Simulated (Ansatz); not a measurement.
Calculated with Ansatz (gas phase, PBE0-D4/def2-TZVP geometries, no zero-point term in ΔE). CBS: MP2 limit from def2 TZ/QZ plus the TZ coupled-cluster correction, frozen cores. DFT in def2-TZVPP. Each species was taken in one conformer, which may not be the lowest.

`F[SiH2][AlH][NH][SiH3]` + `C[SiH2]C` → `C[SiH2]C[SiH2]F` + `[AlH2][NH][SiH3]`  (formal exchange of groups at the Si–Al bond)

```json
{"level": "r2SCAN-D4", "ΔE (kJ/mol)": "-19.0", "difference from CCSD(T)/CBS": "3.3"}
{"level": "PBE0-D4", "ΔE (kJ/mol)": "-13.1", "difference from CCSD(T)/CBS": "9.2"}
{"level": "PBE", "ΔE (kJ/mol)": "-5.8", "difference from CCSD(T)/CBS": "16.5"}
{"level": "r2SCAN", "ΔE (kJ/mol)": "-18.5", "difference from CCSD(T)/CBS": "3.8"}
{"level": "PBE0", "ΔE (kJ/mol)": "-11.3", "difference from CCSD(T)/CBS": "11.0"}
{"level": "HF/def2-TZVPP", "ΔE (kJ/mol)": "-24.9", "difference from CCSD(T)/CBS": "-2.6"}
{"level": "SCS-MP2/def2-TZVPP", "ΔE (kJ/mol)": "-28.5", "difference from CCSD(T)/CBS": "-6.2"}
{"level": "CCSD/def2-TZVPP", "ΔE (kJ/mol)": "-22.6", "difference from CCSD(T)/CBS": "-0.3"}
{"level": "HF/def2-QZVPP", "ΔE (kJ/mol)": "-25.3", "difference from CCSD(T)/CBS": "-3.0"}
{"level": "SCS-MP2/def2-QZVPP", "ΔE (kJ/mol)": "-28.5", "difference from CCSD(T)/CBS": "-6.2"}
{"level": "CCSD(T)/CBS", "ΔE (kJ/mol)": "-22.3", "difference from CCSD(T)/CBS": "0"}
```

Largest T1 diagnostic among the species: 0.012.

From PBE to PBE0 (25 % exact exchange), in def2-TZVPP and without D4, ΔE moves by −5.5 kJ/mol. The D4 term adds −3.7 kJ/mol with B3LYP and −1.8 kJ/mol with PBE0; it sums over pairs of atoms, weighted by their polarisabilities, and B3LYP, whose exchange is more repulsive, gets the larger term.

B3LYP here is the variant with VWN-RPA as its local correlation; programs differ in this.
